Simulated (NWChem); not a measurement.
System: BeSiH$_{4}$S; SMILES [Be]([SH])[SiH3]

```xyz
7

Be    -0.0663     0.1647     0.0039
S     -0.1117     2.0792    -0.0031
H      1.2409     2.1575    -0.0052
Si    -0.0096    -2.0112     0.0027
H     -0.9702    -2.5958    -0.9891
H     -0.3514    -2.5927     1.3415
H      1.3534    -2.5237    -0.3596
```
Atoms are numbered in this order, from 1.

Program: NWChem. Structure relaxed at the PBE0/def2-SVP level. Static field.

For level LDA (Slater exchange, VWN5)/aug-cc-pVDZ:

isotropic polarisability (bohr³): 76.7
anisotropy (bohr³): 34.8

Question: Estimate the same quantities for level BHandHLYP/aug-cc-pVDZ.

Answer: 
| Item | Result |
|---|---|
| isotropic polarisability (bohr³) | 69.2 |
| anisotropy (bohr³) | 26.0 |
